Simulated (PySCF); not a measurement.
## Indirect couplings

Bonds (- single, = double, # triple, : aromatic): C1-C2, C2=C3, C3=C4, C4-C5, C5=N6, N6-C7. C1 carries H8, H9, H10; C2 carries H11; C4 carries H12; C5 carries H13; C7 carries H14, H15, H16. Stereochemistry as in CC=C=C/C=N\C.

Indirect spin–spin couplings were computed at B3LYP/pcJ-1 (spin–dipole term only in couplings to heteroatoms) (PySCF 2.14) on a GFN2-xTB structure, for the isolated molecule, without vibrational or relativistic corrections. Couplings are averaged over pairs made equivalent by symmetry, fast rotation or ring inversion, so a value needn't be that of the named pair in this geometry, while other rotamers aren't included; one pair stands for each set, and the list holds a selection of those of at least 0.8 Hz over up to four bonds.

Isotopes: ¹³C, ¹H, ¹⁵N.

```
    pair  bonds  J (Hz)
  C1, C2      1       ?
  C1, H8      1       ?
  C2, C3      1   114.2
 C2, H11      1       ?
  C3, C4      1   106.3
  C4, C5      1       ?
 C4, H12      1   169.6
  C5, N6      1    -7.2
 C5, H13      1   184.4
  N6, C7      1     3.0
 C7, H14      1       ?
 C1, H11      2    -1.9
  C2, C4      2       ?
  C3, C5      2    -1.4
 C3, H11      2    -2.1
 C3, H12      2    -4.8
 C4, H13      2       ?
 N6, H13      2   -13.1
H14, H15      2   -14.0
 C2, H12      3     8.1
 C3, H13      3     9.8
 C7, H13      3    15.7
 H8, H11      3     8.2
  C1, C5      4    -2.7
 C2, H13      4     0.9
H11, H12      4       ?
```

Question: Estimate the withheld couplings, with signs.

Answer: 
- ¹J(C1,C2) = 45.4 Hz (bond length 1.500 Å)
- ¹J(C1,H8) = 135.6 Hz (bond length 1.089 Å, sp3 carbon)
- ¹J(C2,H11) = 169.7 Hz (bond length 1.084 Å, sp2 carbon)
- ¹J(C4,C5) = 54.0 Hz (bond length 1.461 Å)
- ¹J(C7,H14) = 139.5 Hz (mean over equivalent pairs that range from 133.2 to 147.8 Hz in this conformer)
- ²J(C2,C4) = 8.4 Hz (angle at C3 176°)
- ²J(C4,H13) = 15.6 Hz (angle at C5 115°)
- ⁴J(H11,H12) = -8.5 Hz
